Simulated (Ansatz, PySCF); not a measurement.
In(Br)(NH2)2 (BrH4InN2), SMILES [NH2][In]([NH2])[Br]. Atoms are numbered in the order given.

```xyz
8

In    -0.7265     0.0390     0.0000
Br     1.7895     0.0414     0.0000
N     -1.5994    -0.1742    -1.8324
H     -1.0190     0.1601    -2.6012
H     -2.5287     0.2335    -1.9307
N     -1.5994    -0.1742     1.8324
H     -2.5287     0.2335     1.9307
H     -1.0190     0.1601     2.6012
```
Charge 0, spin multiplicity 1.

The structure is a stationary point at B3LYP-D3(BJ)/def2-SVP. The def2 effective core potentials stand for the cores of In; spin–orbit coupling is left out. The values are those of a single conformer.

Two levels are set side by side: PBE-D3(BJ)/def2-SVP (Ansatz, an electronic-structure program) and B3LYP-D3(BJ)/def2-SVP (Ansatz). Each level has its own optimised geometry; the coordinates shown are those of the second. Frequencies come from the Hessian of PySCF at each geometry. Differences are taken from unrounded values.

| quantity | B3LYP-D3(BJ) | PBE-D3(BJ) | PBE-D3(BJ) minus B3LYP-D3(BJ) |
|---|---|---|---|
| mean bond length (Å) | 1.525 | 1.536 | 0.011 |
| bond In1–Br2 (Å) | 2.516 | 2.521 | 0.005 |
| bond In1–N3 (Å) | 2.041 | 2.059 | 0.018 |
| bond In1–N6 (Å) | 2.041 | 2.059 | 0.018 |
| bond N3–H4 (Å) | 1.020 | 1.029 | 0.009 |
| bond N3–H5 (Å) | 1.020 | 1.029 | 0.009 |
| bond N6–H7 (Å) | 1.020 | 1.029 | 0.009 |
| bond N6–H8 (Å) | 1.020 | 1.029 | 0.009 |
| highest harmonic wavenumber (cm⁻¹) | 3613 | 3518 | -95 |
| mean harmonic wavenumber (cm⁻¹) | 1221 | 1195 | -26 |
| zero-point energy (kcal/mol) | 31.43 | 30.76 | -0.67 |

GGA bonds tend to be longer and softer than those of functionals with exact exchange. Differences between two approximate levels are no errors against the true value.
